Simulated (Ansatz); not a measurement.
One change: `CC(C)(C)[NH][Sn]([Cl])([Cl])[Cl]` becomes `CC(C)(C)[NH][Ge]([F])([Cl])[Cl]`.

Ansatz, PBE0-D4/def2-TZVP geometries, multiplicity 1. Each molecule was computed in one conformer, which needn't be the lowest.

Elements past krypton have def2 core potentials. Scalar relativity is left out up to krypton.

| property | `CC(C)(C)[NH][Sn]([Cl])([Cl])[Cl]` |
| --- | --- |
| size of the dipole moment (B3LYP/def2-TZVPP) / D | 3.54 |
| HOMO–LUMO gap (PBE/def2-TZVPP) / eV | 3.12 |
| HOMO–LUMO gap (B3LYP/def2-TZVPP) / eV | 4.87 |
| HOMO energy (PBE0/def2-TZVPP) / eV | -7.60 |
| LUMO energy (PBE/def2-TZVPP) / eV | -3.12 |
| LUMO energy (ωB97M-V/def2-TZVPP) / eV | -0.18 |

(1) What does the change do to each property? (Best estimate.)

## Answers

(1) Ansatz gave: 
| property | `CC(C)(C)[NH][Ge]([F])([Cl])[Cl]` | shift |
| --- | --- | --- |
| size of the dipole moment (B3LYP/def2-TZVPP) / D | 3.11 | -0.43 |
| HOMO–LUMO gap (PBE/def2-TZVPP) / eV | 4.38 | 1.26 |
| HOMO–LUMO gap (B3LYP/def2-TZVPP) / eV | 6.27 | 1.40 |
| HOMO energy (PBE0/def2-TZVPP) / eV | -7.67 | -0.07 |
| LUMO energy (PBE/def2-TZVPP) / eV | -1.88 | 1.24 |
| LUMO energy (ωB97M-V/def2-TZVPP) / eV | 1.24 | 1.42 |

With PBE0 the HOMO falls by 0.07 eV and the LUMO rises by 1.39 eV, so the gap widens by about 1.46 eV. PBE moves the HOMO by -0.01 eV and ωB97M-V by -0.11 eV. Dipoles are sizes alone; their direction can turn.

B3LYP here is the variant with VWN-RPA as its local correlation; programs differ in this.
